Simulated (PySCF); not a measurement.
SMILES CC(C)(C)[SiH2][SiH2]N (C4H15NSi2) at its GFN2-xTB optimised geometry (Å):

```
22

C      1.3607    -0.4810     0.0000
C     -0.1673    -0.4810     0.0000
C     -0.6594    -1.1728     1.2692
C     -0.6633     0.9642     0.0000
Si    -0.8313    -1.3978    -1.5515
Si    -0.2228    -0.3254    -3.4987
N     -0.7474    -1.3703    -4.7667
H      1.7462    -1.4989     0.0064
H      1.7513     0.0280    -0.8794
H      1.7450     0.0299     0.8837
H     -1.7464    -1.1743     1.3114
H     -0.3179    -2.2052     1.3028
H     -0.2859    -0.6627     2.1578
H     -1.7513     0.9991     0.0025
H     -0.3075     1.4935     0.8849
H     -0.3068     1.4989    -0.8794
H     -0.3331    -2.7855    -1.4568
H     -2.2886    -1.5173    -1.3707
H     -0.9197     0.9320    -3.7956
H      1.2175     0.0094    -3.5766
H     -0.5285    -2.3516    -4.7165
H     -0.6676    -1.0584    -5.7211
```

Method: PySCF with PBE0/def2-SVP. Cells within 0.4 Å of a nucleus heavier than hydrogen are left out (blank, or x).

Map of the electrostatic potential (hartree/e), clipped to [-0.08, 0.12] on the plane z = 1.5 Å:

```
|0000000000000000000000000000000|
|0000000000000000000000000000000|
|0000000000000000000000000000000|
|0000000000000000000000000000000|
|0000000000000000000000000000000|
|0000000000000011000000000000000|
|0000000000001121110000000000000|
|0000000000012343210000000000000|
|0000000000013786421000000000000|
|0000000000025999521000000000000|
|0000000000014998421000000000000|
|0000000000013565311111111000000|
|0000000000012232111122321100000|
|0000000000011111111235642100000|
|0000000000112222111269973100000|
|0000000011234543211369973100000|
|0000011223599997421258852100000|
|0000113589999999632223321000000|
|0000126999999999932111110000000|
|000013999999xx99941100000000000|
|000013999999xx99931000000000000|
|0000125999999999831000000000000|
|0000012467999999821000000000000|
|0000001112389999931000000000000|
|0000000000149999931000000000000|
|0000000000027999621000000000000|
|0000000000013675311000000000000|
|0000000000001222110000000000000|
|0000000000000111100000000000000|
|0000000000000000000000000000000|
|0000000000000000000000000000000|
```
Scale: ten equal steps from -0.003 (start of '0') to 0.120 (end of '9'), in the order '0123456789'; x runs from -4.00 to 4.00, y from -4.00 (bottom) to 4.00 (top).
